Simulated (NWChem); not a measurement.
# BiCl₂ cation; SMILES [Cl][Bi+][Cl]

```xyz
3

Bi     0.0000     0.0000     0.4452
Cl     1.8254     0.0000    -1.0867
Cl    -1.8254     0.0000    -1.0867
```
Atoms are numbered in this order, from 1.

All runs: NWChem. The geometry was optimised at PBE0/def2-SVP. def2 effective core potentials on Bi; no spin-orbit coupling. B3LYP is NWChem's, with the RPA form of VWN correlation. Vertical excitations in the gas phase; the lowest state need not have the same character in each row.

| level | lowest excitation, singlet (eV) | oscillator strength of that lowest state | lowest state with f > 0.02, singlet (eV) | oscillator strength of that bright state | orbital gap (eV) |
|---|---|---|---|---|---|
| PBE/def2-SVPD, full TDDFT | (withheld) | 0.000 | (withheld) | 0.038 | (withheld) |
| B3LYP/def2-SVPD, full TDDFT | 2.80 | 0.000 | 3.61 | 0.038 | 3.90 |
| PBE0/def2-SVPD, full TDDFT | 3.00 | 0.000 | 3.78 | 0.038 | 4.39 |

Complete the blanks.


- PBE/def2-SVPD, full TDDFT, lowest excitation, singlet (eV): 2.56
- PBE/def2-SVPD, full TDDFT, lowest state with f > 0.02, singlet (eV): 3.47
- PBE/def2-SVPD, full TDDFT, orbital gap (eV): 2.47
